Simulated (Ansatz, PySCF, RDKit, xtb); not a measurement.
Complex: boric acid (SMILES OB(O)O) (first 7 atoms) with NH3 (SMILES N); geometry from B3LYP-D3(BJ)/def2-TZVP, rigid monomers moved along the line of their centres of mass till H7···N8 is 3.40 Å.
(charge 0, multiplicity 1):
```json
[
 {"atom": "O", "x (Å)": "-0.0024", "y (Å)": "-0.5718", "z (Å)": "-1.1977"},
 {"atom": "B", "x (Å)": "-0.1552", "y (Å)": "-0.1962", "z (Å)": "0.1102"},
 {"atom": "O", "x (Å)": "-1.3611", "y (Å)": "0.3833", "z (Å)": "0.4784"},
 {"atom": "O", "x (Å)": "0.8779", "y (Å)": "-0.4118", "z (Å)": "0.9665"},
 {"atom": "H", "x (Å)": "-0.7868", "y (Å)": "-0.3771", "z (Å)": "-1.7183"},
 {"atom": "H", "x (Å)": "-1.3983", "y (Å)": "0.6214", "z (Å)": "1.4085"},
 {"atom": "H", "x (Å)": "0.6982", "y (Å)": "-0.1194", "z (Å)": "1.8813"},
 {"atom": "N", "x (Å)": "0.6413", "y (Å)": "0.6965", "z (Å)": "5.1829"},
 {"atom": "H", "x (Å)": "0.5420", "y (Å)": "1.6898", "z (Å)": "5.3625"},
 {"atom": "H", "x (Å)": "-0.0720", "y (Å)": "0.2135", "z (Å)": "5.7184"},
 {"atom": "H", "x (Å)": "1.5403", "y (Å)": "0.4132", "z (Å)": "5.5593"}
]
```

Counterpoise-corrected where a basis set is named; no monomer relaxation. Rows marked so take none. RDKit's UFF carries no charges.

Frozen-core correlation. Rows in 6-31G*, STO-3G carry no dispersion term and start afresh at each structure (6-31G* with six Cartesian d functions).

Run with Ansatz (an electronic-structure program); PySCF for 6-31G* rows, STO-3G rows, the dispersion terms; RDKit for the force fields; xtb for the GFN methods. 

```csv
level,interaction energy (kcal/mol)
UFF,-0.28
GFN-FF,-2.50
GFN1-xTB,-1.25
HF/STO-3G (no counterpoise),-1.95
HF/6-31G*,-3.47
BP86/6-31G* (no counterpoise),…
r2SCAN-D4/def2-TZVPPD,-3.04
MP2/aug-cc-pVDZ,-3.04
CCSD(T)/aug-cc-pVDZ,-3.01
```

### Question
Fill in the missing entries.

### Answer

- BP86/6-31G* (no counterpoise), interaction energy (kcal/mol): -3.71
